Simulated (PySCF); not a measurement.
**Excitation energy of Zn(2+) by level of theory**

Zn(2+) [Ar] 3d10 (1S) → Zn(2+) [Ar] 3d9 4s1 (3D), as a difference of total energies. All numbers are calculated (PySCF 2.14, no relativity, point nucleus, in def2-TZVPPD). Correlated levels: valence and next inner shell: [Ne] frozen. The calculations carry no spin-orbit coupling.

```tsv
method	excitation energy (eV)
UHF	8.862
MP2 (valence and next inner shell)	11.447
SCS-MP2 (valence and next inner shell)	11.160
CCSD (valence and next inner shell)	10.528
CCSD(T) (valence and next inner shell)	10.579
```

Question: How much does correlation contribute at CCSD(T) (valence and next inner shell)?

Answer: 10.579 − (8.862) = 1.717 eV, measured against UHF.

A first-order spin-orbit estimate (lowest level to lowest level, LS coupling) adds -0.138 eV.
